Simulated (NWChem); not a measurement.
## Dipole moment of H₂BF

```
B
F 1 1.3265
H 1 1.2183 2 117.59
H 1 1.2183 3 124.82 2 180.00
```
Charge 0, spin multiplicity 1.

Program: NWChem. The geometry was optimised at PBE/def2-SVP, a minimum by its harmonic frequencies.

Basis set: 6-31G*. The CCSD dipole comes from the Λ equations, without orbital relaxation.

The correlated methods keep 2 core orbitals frozen. B3LYP has NWChem's definition, with VWN1-RPA local correlation. The Pople sets run with spherical d functions. The structure started from a generated list of species. Coupled-cluster values serve here as a point of comparison, not as the truth.

### Question
For the dipole moment, CCSD gives 0.61 D and B3LYP gives 0.49 D. What do HF, PBE, BHandHLYP give?

### Answer
HF: 0.89 D; PBE: 0.33 D; BHandHLYP: 0.69 D.
